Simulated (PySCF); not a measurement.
Species: C7H9NSi.
SMILES with atom numbers: `[cH:1]1[cH:2][c:3]([SiH:4]2[CH2:5][CH2:6]2)[cH:7][cH:8][n:9]1` (hydrogens: H10 on C1; H11 on C2; H12 on Si4; H13, H14 on C5; H15, H16 on C6; H17 on C7; H18 on C8)

Cartesian coordinates in Å at the PBE0-D3(BJ)/def2-SVP level; atoms count from 1:
```
atom  x, y, z in Å
C1    -2.623   -1.506   -0.840
C2    -1.256   -1.784   -0.796
C3    -0.356   -0.755   -0.490
Si4    1.482   -1.062   -0.413
C5     2.651    0.349   -0.732
C6     2.524   -0.049    0.748
C7    -0.906    0.511   -0.244
C8    -2.287    0.681   -0.314
N9    -3.136   -0.302   -0.606
H10   -3.337   -2.303   -1.078
H11   -0.906   -2.800   -0.999
H12    1.880   -2.452   -0.747
H13    3.613    0.155   -1.219
H14    2.228    1.319   -1.019
H15    3.405   -0.507    1.213
H16    2.027    0.666    1.413
H17   -0.271    1.367    0.001
H18   -2.728    1.667   -0.124
```

The closed-shell ground state was solved at several levels (PySCF, density fitting, gas phase, non-relativistic).

```csv
level,basis functions,total energy (Eh),HOMO (eV),LUMO (eV),gap (eV),dipole (D)
PBE/pcSseg-1,205,-615.7528,-5.80,-2.16,3.64,2.03
PBE0/pcSseg-1,205,-615.8030,-6.85,-1.33,5.52,1.95
```

Question: Estimate the row for B3LYP/def2-SVPD, a basis of 256 functions; the other rows only guide the guess.

Answer: Total energy -616.0765 Eh, HOMO -6.63 eV, LUMO -1.53 eV, gap 5.10 eV, dipole 1.96 D.

Question: Over all these levels, which gives the widest orbital gap and which the narrowest?

Answer: PBE0/pcSseg-1 (global hybrid, 25 % exact exchange) has the widest, 5.52 eV, and PBE/pcSseg-1 (GGA) the narrowest, 3.64 eV. The two share the basis. From the narrowest to the widest the HOMO moves by -1.05 eV and the LUMO by +0.83 eV.

Question: How far do the dipole and the HOMO energy spread over the levels?

Answer: The dipole runs from 1.95 to 2.03 D (mean 1.98 D) and the HOMO from -6.85 to -5.80 eV.

One conformer stands for the species.
